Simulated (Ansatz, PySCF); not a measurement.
BH2, SMILES [BH2] (connectivity only; charge and spin as stated), charge +1, multiplicity 1.

Coordinates come from a PBE0-D3(BJ)/def2-TZVPD optimisation. The multiplicity is an assumed one; other spin states were not compared. The isomer is the one that the SMILES or the coordinates give; other isomers of the formula were not compared.

Two levels are set side by side: PBE/def2-TZVPD (Ansatz, a quantum-chemistry and plane-wave program) and EOM-CCSD/aug-cc-pVDZ (PySCF). PBE by ΔSCF, the other level by its IP root; same geometry, the bases differ. Differences are taken from unrounded values.

| quantity | EOM-CCSD | PBE | PBE minus EOM-CCSD |
|---|---|---|---|
| vertical ionisation energy (eV) | 24.43 | 24.20 | -0.23 |

Here PBE gives about what the other level gives.
